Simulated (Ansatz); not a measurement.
Two members of one family ([Ln(NH3)6]3+), computed with Ansatz in the gas phase; def2 core potentials for Ce, Pr, no spin–orbit coupling. HOMO and LUMO are taken over both spins. With an open 4f shell the SCF may have ended above the lowest state. The structures are stationary points that may keep the symmetry of their start.

First: [Ce(NH3)6]3+ (doublet, charge 3, PBE-D4/def2-SVP geometry).

```xyz
25

Ce   -0.001    0.001    0.002
N    -2.272    0.996   -0.914
H    -2.251    2.005   -1.154
H    -3.080    0.929   -0.267
H    -2.635    0.559   -1.784
N     2.264   -1.029    0.902
H     2.198   -1.999    1.265
H     2.709   -0.518    1.687
H     3.030   -1.095    0.205
N     0.756    2.420    0.755
H     1.279    2.963    0.042
H     1.386    2.456    1.580
H    -0.011    3.066    1.022
N    -0.732   -2.428   -0.745
H     0.024   -3.023   -1.136
H    -1.464   -2.471   -1.479
H    -1.126   -3.024    0.009
N     1.095    0.410   -2.370
H     0.610    1.106   -2.969
H     1.148   -0.425   -2.985
H     2.074    0.754   -2.361
N    -1.111   -0.367    2.372
H    -0.552   -0.929    3.042
H    -2.028   -0.854    2.371
H    -1.310    0.499    2.909
```

```json
{"level": "PBE-D4/def2-SVP", "HOMO (eV)": "-16.19", "LUMO (eV)": "-15.44", "gap (eV)": "0.76"}
{"level": "PBE-D4/def2-TZVP", "HOMO (eV)": "-16.32", "LUMO (eV)": "-15.55", "gap (eV)": "0.76"}
{"level": "r2SCAN-D4/def2-TZVP", "HOMO (eV)": "-16.46", "LUMO (eV)": "-15.00", "gap (eV)": "1.46"}
{"level": "PBE0-D4/def2-SVP", "HOMO (eV)": "-19.22", "LUMO (eV)": "-13.16", "gap (eV)": "6.06"}
{"level": "PBE0-D4/def2-TZVP", "HOMO (eV)": "-19.29", "LUMO (eV)": "-13.23", "gap (eV)": "6.05"}
```

Metal–donor distances: 6 × N 2.64 Å.

Second: [Pr(NH3)6]3+ (triplet, charge 3, PBE-D4/def2-SVP geometry).

```
atom   x (Å)   y (Å)   z (Å)
 Pr1   0.001  -0.001  -0.001
  N2  -0.263  -2.615   0.043
  H3  -0.254  -3.048   0.987
  H4   0.477  -3.141  -0.458
  H5  -1.136  -2.991  -0.373
  N6   0.250   2.612  -0.061
  H7   0.298   3.036  -1.007
  H8   1.092   2.997   0.407
  H9  -0.523   3.139   0.388
 N10   1.250  -0.085   2.302
 H11   0.644   0.017   3.139
 H12   1.975   0.643   2.449
 H13   1.764  -0.967   2.493
 N14  -1.245   0.115  -2.305
 H15  -1.873   0.932  -2.430
 H16  -1.865  -0.690  -2.516
 H17  -0.632   0.161  -3.140
 N18  -2.290   0.222   1.253
 H19  -2.622  -0.638   1.729
 H20  -3.098   0.484   0.656
 H21  -2.320   0.932   2.009
 N22   2.300  -0.248  -1.235
 H23   2.679   0.626  -1.647
 H24   2.308  -0.906  -2.036
 H25   3.084  -0.587  -0.647
```

Question: What does the change do? Estimate second minus first.

Answer: 
```csv
level,Δ HOMO (eV),Δ LUMO (eV),Δ gap (eV)
PBE-D4/def2-SVP,-1.08,-1.25,-0.17
PBE-D4/def2-TZVP,-1.09,-1.27,-0.18
r2SCAN-D4/def2-TZVP,-1.48,-1.51,-0.03
PBE0-D4/def2-SVP,-1.50,-1.24,0.27
PBE0-D4/def2-TZVP,-1.51,-1.26,0.25
```

Metal–donor distances: 6 × N 2.62 to 2.63 Å.
